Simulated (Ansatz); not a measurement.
Ansatz (a first-principles code) input (B3LYP-D3(BJ)/def2-TZVP):

Ansatz 0.2 input:
```yaml
crystal:
  periodic: [false, false, false]
  atoms:
    - {symbol: Ti, position_ang: [-0.11775026, 0.16409921, 0.39691692]}
    - {symbol: F, position_ang: [-1.23737434, -0.94550335, -0.18609733]}
    - {symbol: F, position_ang: [-0.01399483, 1.40627638, -0.73027004]}
    - {symbol: F, position_ang: [1.37593401, -0.60570496, 0.42877261]}
basis:
  gaussian:
    orbitals: def2-TZVP
hamiltonian:
  xc: b3lyp
  dispersion: d3bj
total_charge: 1
relax: {f_tol: 0.002, max_steps: 150}
```

End of the output:

```
integrals: 0.05 GiB planned
931 factors; their error is unknown
mean field: 0.49 GiB planned
mean field -31266.19121863 eV, -1149.0113342990 hartree, gradient 8.3e-6 eV, S^2 0.000000; 0 other end points of the search recorded, 0 dependent functions left out
the calculation of the forces begins
reference -31266.19141046 eV, -1149.0113413486 hartree; 24, 24 occupied and 114, 114 virtual orbitals, 931 factors
relax step   2: F+E_penalty+E_count = -31266.27833088 eV  Δ(F+E_penalty+E_count) = -3.755e-2 eV  max|allowed force component| = 2.628e-1 eV/Å  Δτ_max = 0.0294 Å  (33 SCF iters, accepted)
these checks for a lower state are left out or cut short: starts, cluster_reference, orbital_swaps, neighbouring_geometries, increment
integrals: 0.05 GiB planned
931 factors; their error is unknown
mean field: 0.49 GiB planned
mean field evaluation 32: about -31266.2050 eV, gradient 4.7e-6 eV
mean field -31266.20504849 eV, -1149.0118425370 hartree, gradient 4.7e-6 eV, S^2 0.000000; 0 other end points of the search recorded, 0 dependent functions left out
the calculation of the forces begins
reference -31266.20523708 eV, -1149.0118494676 hartree; 24, 24 occupied and 114, 114 virtual orbitals, 931 factors
relax step   3: F+E_penalty+E_count = -31266.29143007 eV  Δ(F+E_penalty+E_count) = -1.310e-2 eV  max|allowed force component| = 4.231e-1 eV/Å  Δτ_max = 0.0995 Å  (37 SCF iters, accepted)
these checks for a lower state are left out or cut short: starts, cluster_reference, orbital_swaps, neighbouring_geometries, increment
integrals: 0.05 GiB planned
931 factors; their error is unknown
mean field: 0.49 GiB planned
mean field -31266.21355091 eV, -1149.0121549952 hartree, gradient 1.8e-5 eV, S^2 0.000000; 0 other end points of the search recorded, 0 dependent functions left out
the calculation of the forces begins
reference -31266.21374182 eV, -1149.0121620110 hartree; 24, 24 occupied and 114, 114 virtual orbitals, 931 factors
relax step   4: F+E_penalty+E_count = -31266.29980283 eV  Δ(F+E_penalty+E_count) = -8.373e-3 eV  max|allowed force component| = 2.114e-2 eV/Å  Δτ_max = 0.0157 Å  (32 SCF iters, accepted)
these checks for a lower state are left out or cut short: starts, cluster_reference, orbital_swaps, neighbouring_geometries, increment
integrals: 0.05 GiB planned
931 factors; their error is unknown
mean field: 0.49 GiB planned
mean field -31266.21356396 eV, -1149.0121554747 hartree, gradient 6.6e-6 eV, S^2 0.000000; 0 other end points of the search recorded, 0 dependent functions left out
the calculation of the forces begins
reference -31266.21375484 eV, -1149.0121624896 hartree; 24, 24 occupied and 114, 114 virtual orbitals, 931 factors
relax step   5: F+E_penalty+E_count = -31266.29985598 eV  Δ(F+E_penalty+E_count) = -5.315e-5 eV  max|allowed force component| = 7.107e-4 eV/Å  Δτ_max = 0.0035 Å  (34 SCF iters, accepted)
integrals: 0.05 GiB planned
931 factors; their error is unknown
mean field: 0.49 GiB planned
mean field evaluation 64: about -31266.2136 eV, gradient 2.9e-4 eV
mean field -31266.21356396 eV, -1149.0121554747 hartree, gradient 1.2e-5 eV, S^2 0.000000; 1 other end points of the search recorded, 0 dependent functions left out
the calculation of the forces begins
reference -31266.21375484 eV, -1149.0121624896 hartree; 24, 24 occupied and 114, 114 virtual orbitals, 931 factors
Total energy: -31266.30004687 eV, -1149.0153336631 hartree
Atom 0 at    -0.089527     0.126421     0.297856 Å, force     0.000054    -0.000120    -0.000234 eV/Å
Atom 1 at    -1.303722    -0.972836    -0.154138 Å, force     0.000634     0.000510     0.000091 eV/Å
Atom 2 at    -0.025884     1.483518    -0.722522 Å, force     0.000003    -0.000711     0.000363 eV/Å
Atom 3 at     1.425948    -0.617935     0.488126 Å, force    -0.000692     0.000321    -0.000220 eV/Å
Dipole moment:    -0.194953     0.259911     0.684940 e Å
```
